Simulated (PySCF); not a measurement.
# Electron correlation in C²⁺ (carbon, charge +2)

[He] 2s2, closed-shell 1S. Calculation: PySCF 2.14, in dyall-av3z; the spin-free X2C one-electron Hamiltonian (Gaussian nucleus). Frozen: 1s2; 2 electrons correlated; the 14 highest virtual orbitals of each spin left out.

With two correlated electrons CCSD is exact within the correlated space (frozen core and kept virtual orbitals).

| level | correlation energy (mhartree) |
| --- | --- |
| CCSD | -74.65 |

Diagnostics: T1 = 0.0092, D1 = 0.0130, largest double amplitude 0.155.

A double-excitation amplitude exceeds 0.15, a sign of near-degeneracy.

Cost of the coupled-cluster step: of the order of 1.2 core-seconds, for 2 correlated electrons.

Iterations:

```
CC2 = 0
CCSD nocc = 1, nmo = 56
frozen orbitals [0, 57, 58, 59, 60, 61, 62, 63, 64, 65, 66, 67, 68, 69, 70]
max_cycle = 100
direct = 0
conv_tol = 1e-08
conv_tol_normt = 1e-06
diis_space = 8
diis_start_cycle = 0
Init t2, MP2 energy = -36.4688995853791  E_corr(MP2) -0.0451804511525357
Init E_corr(CCSD) = -0.0451804511542315
cycle = 1  E_corr(CCSD) = -0.0596465455211912  dE = -0.0144660944  norm(t1,t2) = 0.0640589
cycle = 2  E_corr(CCSD) = -0.0668274222030357  dE = -0.00718087668  norm(t1,t2) = 0.0339673
cycle = 3  E_corr(CCSD) = -0.0747780377729877  dE = -0.00795061557  norm(t1,t2) = 0.0180259
cycle = 4  E_corr(CCSD) = -0.074611781535156  dE = 0.000166256238  norm(t1,t2) = 0.000291123
cycle = 5  E_corr(CCSD) = -0.0746745728159691  dE = -6.27912808e-05  norm(t1,t2) = 0.000101099
cycle = 6  E_corr(CCSD) = -0.0746551718423133  dE = 1.94009737e-05  norm(t1,t2) = 4.98595e-05
cycle = 7  E_corr(CCSD) = -0.0746521625812236  dE = 3.00926109e-06  norm(t1,t2) = 6.64433e-06
cycle = 8  E_corr(CCSD) = -0.0746522608472908  dE = -9.82660672e-08  norm(t1,t2) = 1.93366e-07
cycle = 9  E_corr(CCSD) = -0.0746522519586302  dE = 8.8886606e-09  norm(t1,t2) = 3.79099e-08
CCSD converged
E(CCSD) = -36.49837138618523  E_corr = -0.07465225195863023
```
